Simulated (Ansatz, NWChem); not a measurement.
## Exact exchange and the HOMO–LUMO gap of KLi (Lithium Potassium)

The species is KLi (2 atoms), meant as a singlet with charge 0. SMILES: `[Li][K]`. The bond length is the measured one.

The HOMO–LUMO gap y, in eV, basis def2-TZVP; a is the functional's share of exact exchange. Programs: Ansatz 0.2.0, NWChem 7.3.0.

```
functional  program     a  y (eV)
    r2SCAN   Ansatz     0    1.37
      TPSS   NWChem     0    1.30
     B3LYP   Ansatz   0.2    1.83
   r2SCAN0   Ansatz  0.25       ?
      PBE0   Ansatz  0.25    2.08
     BHLYP   Ansatz   0.5    2.86
```

Q: Fit y = c + s·a to the known rows and predict r2SCAN0.

A: 
1. Means of the 5 rows: a = 0.1900, y = 1.888.
2. Σ(Δa)² = 0.172, Σ(Δa·Δy) = 0.5224, so the slope is 0.5224/0.172 = 3.0372.
3. Intercept: 1.888 − (3.0372) × 0.1900 = 1.311. The largest residual of the fit is 0.088.
4. r2SCAN0: 1.311 + (3.0372) × 0.25 = 2.07 eV.

The run gave 2.16 eV, so the prediction is off by -0.09 eV, about the scatter of the fit. Exact exchange lowers occupied levels and raises empty ones.
